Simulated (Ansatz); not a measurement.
Reaction (redistribution): `C[SiH](C)[SiH2]F` + `[F][GeH]([Cl])[GeH3]` → `F[SiH2][GeH]([F])[Cl]` + `C[SiH](C)[GeH3]`

Computed with Ansatz on PBE0-D4/def2-TZVP structures; ΔE is electronic, products minus reactants. CBS: MP2 limit from def2 TZ/QZ plus the TZ coupled-cluster correction, frozen cores. DFT in def2-TZVPP. For Ge outer-core shells are correlated without core-valence functions, which leaves a few kJ/mol of doubt a bond. Scalar relativity is left out up to krypton. One conformer a species, not always the lowest.

```
         level  ΔE (kJ/mol)
        PBE-D4          6.6
MP2/def2-QZVPP          4.1
```

**Question.** What does CCSD(T)/CBS give? (Best estimate.)

**Answer.** The calculation gave: +4.3 kJ/mol. The listed levels differ from it by 2.3, -0.2 kJ/mol.

Largest T1 diagnostic among the species: 0.012.
